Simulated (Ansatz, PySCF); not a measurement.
Compounds of Si with 4 ligands, in which NH2 is traded for OH. Quantity: O-Si bond dissociation enthalpy, 298 K, in kcal/mol. Each molecule is optimised on its own at B3LYP-D3(BJ)/def2-TZVP (Ansatz, an electronic-structure program), one conformer each, not searched for the lowest. Frequencies are from Ansatz or PySCF. Cores are frozen in the correlated levels unless marked. Open shells are spin-unrestricted. Spin-orbit coupling is left out. Non-relativistic. CBS(X,Y): correlation extrapolated as X^-3; Hartree-Fock from the larger set. The bracket is a focal-point correction in the basis named. Rows marked 298 K are enthalpies with B3LYP-D3(BJ) harmonic zero-point and thermal terms. The first level has limits of its own.

| n(OH) | species (SMILES) | RI-MP2/CBS(cc-pV(T+d)Z,cc-pV(Q+d)Z)+[CCSD(T)-MP2]/cc-pV(T+d)Z (Ansatz) | PBE/def2-TZVPD (Ansatz) | B3LYP-D3(BJ)/def2-TZVPD (Ansatz + dftd3) |
|---|---|---|---|---|
| 1 | N[Si](N)(N)O, to N[Si](N)N + [OH] (HO) | 138.4 | 127.5 | 128.8 |
| 2 | N[Si](N)(O)O, to N[Si](N)O + [OH] (HO) | 138.6 | 128.2 | 129.4 |
| 3 | N[Si](O)(O)O, to N[Si](O)O + [OH] (HO) | ? | ? | ? |
| 4 | O[Si](O)(O)O, to [OH] (HO) + O[Si](O)O | 138.8 | 128.1 | 129.3 |

Fit a straight line through the known rows at each level by least squares, predict the withheld row (n(OH) = 3), and compare with the run.


- The known rows have mean n(OH) = 2.33333 and Σ(n(OH) - mean)² = 4.6667.
- RI-MP2/CBS(cc-pV(T+d)Z,cc-pV(Q+d)Z)+[CCSD(T)-MP2]/cc-pV(T+d)Z: mean 138.600, Σ(n(OH) - mean)(y - mean) = 0.600, slope 0.129 kcal/mol a step; the line gives 138.600 + (0.129)×(3 - 2.33333) = 138.7; the run gives 138.0, -0.7 from the line, whose largest residual on the known rows is 0.0.
- PBE/def2-TZVPD: mean 127.933, Σ(n(OH) - mean)(y - mean) = 0.767, slope 0.164 kcal/mol a step; the line gives 127.933 + (0.164)×(3 - 2.33333) = 128.0; the run gives 127.1, -0.9 from the line, whose largest residual on the known rows is 0.3.
- B3LYP-D3(BJ)/def2-TZVPD: mean 129.167, Σ(n(OH) - mean)(y - mean) = 0.633, slope 0.136 kcal/mol a step; the line gives 129.167 + (0.136)×(3 - 2.33333) = 129.3; the run gives 128.6, -0.7 from the line, whose largest residual on the known rows is 0.3.
- PBE minus the first level along the series: -10.9, -10.4, -10.9, -10.7 kcal/mol.
